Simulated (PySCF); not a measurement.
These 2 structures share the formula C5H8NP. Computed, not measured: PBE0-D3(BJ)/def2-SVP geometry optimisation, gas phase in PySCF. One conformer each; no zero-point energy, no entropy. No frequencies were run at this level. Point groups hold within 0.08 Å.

Task: Order them by energy at this level, lowest first, and give relative energies in kcal/mol.
A. `[CH3:1][NH:2][p:3]1[cH:4][cH:5][cH:6][cH:7]1` with C1–N2–P3–C4 -153°
B. `[CH3:1][CH2:2][c:3]1[nH:4][cH:5][cH:6][p:7]1` with C1–C2–C3–N4 73°

Result: B (0.0), A (28.6).

```csv
SMILES,E (Eh),E rel (kcal/mol),dipole (D),point group,"A, B, C (MHz)"
CCc1[nH]ccp1,-590.75515,0.0,3.56,C1,"4224, 1711, 1330"
CNp1cccc1,-590.70962,28.6,1.38,C1,"5815, 1490, 1289"
```

Task: How do the relative energies change in single points at PBE0/pcSseg-1 (no added dispersion term) on the same geometries?

Result: 
| SMILES | PBE0-D3(BJ)/def2-SVP (kcal/mol) | PBE0/pcSseg-1 (kcal/mol) | shift |
| --- | --- | --- | --- |
| CCc1[nH]ccp1 | 0.0 | 0.0 | 0.0 |
| CNp1cccc1 | 28.6 | 26.7 | -1.9 |

Each column counts from its own lowest isomer. The order is unchanged; the largest shift is 1.9 kcal/mol.
